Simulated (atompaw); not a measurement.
# titanium: one change to a PAW (atompaw) potential, before and after

titanium, PAW, made with atompaw 4.2.0.5 (PBE, scalar-relativistic). Core [Ne], reference 3s2 3p6 3d2 4s0.5 4p0 (charge +1.5). Waves: 3s (bound): rc 1.05 bohr; 4s (bound): rc 1.80 bohr; 3p (bound): rc 1.50 bohr; 4p (bound, empty): rc 2.25 bohr; 3d (bound): rc 1.35 bohr; 3d channel at 3.1 Ry: rc 2.25 bohr. Local part: bessel scheme, radius 2.05 bohr. Core correction: smooth core density matched at 1.25 bohr. Augmentation charge: sinc compensation charge, radius 2.00 bohr; PAW radius 2.25 bohr; waves and projectors: custom polynom2 7 10 vanderbiltortho.

Change: reference 3s2 3p6 3d2.5 4s1.5 4p0.

Cutoffs: the cutoffs (Ry, on a coarse ladder) from which the occupation-weighted sum of valence levels, in a spherical-Bessel basis at the reference potential, stays within 10 and 1 mRy of its value at 400 Ry; they do not see the model core or the augmentation charge, which bear on the density cutoff.

What does the change do?

The range in which the d phases agree widens (upper end 1.4 → at the end of the scan); neither file shows a bound ghost.

```tsv
quantity	base	changed
cutoff, loose	200 Ry	200 Ry
cutoff, tight	over 300 Ry	over 300 Ry
loose cutoff by channel (10 mRy a level)	s 18 Ry, p 21 Ry, d 50 Ry	s 18 Ry, p 21 Ry, d 40 Ry
bound ghosts	none	none
s: phases at 2.27 bohr within 0.05 rad from the reference energy up to (Ry; the scan ends near 5)	to the end of the scan	to the end of the scan
p: phases at 2.27 bohr within 0.05 rad from the reference energy up to (Ry; the scan ends near 5)	to the end of the scan	to the end of the scan
d: phases at 2.27 bohr within 0.05 rad from the reference energy up to (Ry; the scan ends near 5)	1.4	to the end of the scan
lowest overlap eigenvalue by channel	s 0.75, p 0.61, d 0.70	s 0.72, p 0.59, d 0.70
```

 The cutoffs see the waves, projectors and local potential, not the compensation charge or the core.
